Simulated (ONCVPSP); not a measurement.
## PBEsol ONCV dataset for hafnium (Hf), scalar-relativistic all-electron reference.

```json
{"Element": "Hf", "Generator": "ONCVPSP 4.0.1", "Type": "optimised norm-conserving Vanderbilt (ONCV)", "Functional": "PBEsol", "Relativity": "scalar-relativistic", "Frozen core": "[Xe] 4f14", "Valence charge": "4", "Reference configuration": "5d2 6s1.75 (charge +0.25)", "Partial waves": "6s: rc 3.05 bohr, ncon 3, nbas 8, qcut 1.9 1/bohr, 1 projector; p scattering state at 0.29 Ha: rc 3.94 bohr, ncon 4, nbas 9, qcut 2.8 1/bohr, 1 projector; 5d: rc 1.90 bohr, ncon 5, nbas 9, qcut 4.4 1/bohr, 2 projectors, debl 1.6 Ha", "Local potential": "polynomial inside 1.40 bohr (lpopt 5, dvloc0 0 Ha)", "Core correction": "none"}
```

In the p channel the program set the typed energies aside and used 0.050 Ha.

All-electron outer shells of the reference configuration (PBEsol, scalar-relativistic, ld1.x):

```
shell  level (eV)  outermost node (bohr)  outermost maximum (bohr)
   4f      -18.47                      –                      0.45
   6s       -6.53                   1.37                      2.85
   5d       -4.24                   0.67                      1.69
```

What the tests gave:

```
Cutoffs needed           : 12 Ha and 60 Ha (the cutoffs (Ha) at which the residual kinetic energy of the hardest occupied pseudo-wave falls to 1 and 0.1 mHa per electron)
Ghost test               : ghosts flagged at negative energy: s at -121.5 eV, p at -56.9 eV; no localised positive-energy state flagged; a true bound ghost makes a file unfit for plane-wave use
Largest excitation error : -16 meV (all-electron minus pseudo) for 5d2 6s0, out of 4 test configurations
```

Generation and tests took about 4.7 s on one core of a shared server CPU.
